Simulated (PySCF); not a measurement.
## How methods differ on the excitation energy of Ti⁺

Ti⁺ [Ar] 3d2 4s1 (4F) → Ti⁺ [Ar] 3d3 (4F), as a difference of total energies. All numbers are calculated (PySCF 2.14, the spin-free X2C one-electron Hamiltonian (Gaussian nucleus), in aug-cc-pVDZ-DK (7s6p4d2f, 59 functions)). Correlated levels: valence: [Ar] frozen. The calculations carry no spin-orbit coupling.

```
           method  excitation energy (eV)
              UHF                   0.654
    MP2 (valence)                   0.432
SCS-MP2 (valence)                   0.580
   CCSD (valence)                   0.372
CCSD(T) (valence)                   0.369
```

Q: How much does correlation contribute at CCSD(T) (valence)?

A: 0.369 − (0.654) = -0.285 eV, measured against UHF.

Errors of the correlated levels include the incompleteness of this basis and the frozen core.

For comparison: 0.107 eV (measured; NIST levels, between the centres of gravity of the two terms).
